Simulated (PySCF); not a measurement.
[Mn(NCS)(CN)5]2-: Mn(IV) (d3), charge -2. The structure is a PBE0-D3(BJ)/def2-SVP, IEF-PCM water geometry optimised for multiplicity 4; coordination octahedral, point group C4v, metal–donor distances 1.88–1.99 Å.

The d shell alone is too small an active space for [Mn(NCS)(CN)5]2- (an active orbital has only 0.57 squared overlap with the free ion's shell): its levels, fitted parameters, g values and moments show what this model gives and aren't sound predictions.

Method (PySCF 2.14, density fitting): CASSCF(3,5) with orbitals averaged over all microstates of the shell, strongly contracted NEVPT2 on the averaged canonical orbitals; basis x2c-TZVPall on the metal, x2c-SVPall elsewhere; spin-free X2C; IEF-PCM water; spin-orbit coupling by state interaction with the mean-field operator over all roots.

CASSCF energies above the lowest CASSCF root:

| state | CASSCF / cm⁻¹ |
| --- | --- |
| 4B1 (from 4A2g) | 0 |
| 2A1 (from 2Eg) | 19817 |
| 2B1 (from 2Eg) | 20117 |
| 2A2 (from 2T1g) | 20660 |
| 2E (from 2T1g) | 20837 |
| 4E (from 4T2g) | 29546 |
| 2B2 (from 2T2g) | 30974 |
| 2E (from 2T2g) | 31458 |
| 4B2 (from 4T2g) | 32478 |
| 4E (from 4T1g) | 39716 |
| 4A2 (from 4T1g) | 40280 |
| 2A1 (from 2A1g) | 45456 |
| 2E (from 2T2g) | 45550 |
| 2B2 (from 2T2g) | 47645 |
| 2E (from 2T1g) | 48193 |
| 2A2 (from 2T1g) | 50156 |
| 2A1 (from 2Eg) | 51589 |
| 2B1 (from 2Eg) | 52307 |
| 2E (from 2T1g) | 53094 |
| 2A2 (from 2T1g) | 54449 |
| 2E (from 2T2g) | 61562 |
| 2B2 (from 2T2g) | 61965 |

Task: How does dynamic correlation (SC-NEVPT2) move these states?

Result: 
```
          state  NEVPT2 / cm⁻¹  shift / cm⁻¹
4B1 (from 4A2g)              0             0
 2A1 (from 2Eg)          17736         -2082
 2B1 (from 2Eg)          17858         -2259
2A2 (from 2T1g)          18286         -2374
 2E (from 2T1g)          17912         -2925
 4E (from 4T2g)          40620        +11074
2B2 (from 2T2g)          28011         -2963
 2E (from 2T2g)          28651         -2807
4B2 (from 4T2g)          45458        +12979
 4E (from 4T1g)          49026         +9309
4A2 (from 4T1g)          50664        +10383
2A1 (from 2A1g)          54353         +8897
 2E (from 2T2g)          54651         +9100
2B2 (from 2T2g)          58407        +10762
 2E (from 2T1g)          57190         +8996
2A2 (from 2T1g)          60786        +10630
 2A1 (from 2Eg)          60506         +8917
 2B1 (from 2Eg)          61533         +9226
 2E (from 2T1g)          60965         +7872
2A2 (from 2T1g)          63759         +9310
 2E (from 2T2g)          66021         +4459
2B2 (from 2T2g)          67740         +5775
```

Charge-transfer states lie outside this active space and may come lower than some of these levels. NEVPT2 lifts 4B2 (from 4T2g) from 32478 to 45458 cm⁻¹; on the d shell alone it tends to overshoot states that fill the eg-type orbitals. NEVPT2 on the d shell alone tends to put d–d bands too high for such charged or covalently bound ions.
